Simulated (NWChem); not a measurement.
# WO₂F₂; SMILES [O]=[W](=[O])([F])[F]

Results from NWChem. All runs use the structure optimised with PBE0/def2-SVP. def2 effective core potentials on W; no spin-orbit coupling. Level B3LYP/def2-SVP: single points from the atomic guess with DIIS by default; each run changes one setting, and all converged runs end within 0.3 mHa of each other. cgmin counts macro-iterations, each dearer than a DIIS step. NWChem's automatic level shift, which a small gap switches on, acted in some of these runs.

### Question
Which setting needs the most SCF iterations, or fails (no level shifting; quadratically convergent solver (cgmin); no DIIS, 40 % damping; occupation smearing of 0.005 Ha; defaults)?

### Answer
no DIIS, 40 % damping, with 52 against 10 for the defaults.
```
setting                                  SCF iterations
---------------------------------------  --------------
defaults                                             10
occupation smearing of 0.005 Ha                      10
no level shifting                                    10
no DIIS, 40 % damping                                52
quadratically convergent solver (cgmin)               6
```
